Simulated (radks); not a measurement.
Task: S I, 16 electrons, occupied as [Ne] 3s2 3p3 3d1 (not the ground configuration). All-electron calculation, Dirac Kohn-Sham, PBEsol, spin-unpolarised, spherical densities, finite nucleus; open shells fill j = l - 1/2 first; Fermi nuclear charge, rms radius 3.2611 fm. Program: a radial shooting solver on a logarithmic mesh with Libxc functionals.

Spin-orbit splittings of the eigenvalues, e(l+1/2) - e(l-1/2), with zeta = 2 splitting/(2l+1) and mean radii in bohr:

shell  occ.  splitting (eV)  zeta (eV)  <r> j=l-1/2  <r> j=l+1/2
2p        6           1.262     0.8412       0.4410       0.4433
3p        3         0.09721    0.06481        1.915        1.922
3d        1               ?          ?        7.751        7.758

Estimate the 3d splitting.

Result: 0.0004853 eV (zeta = 0.0001941 eV).
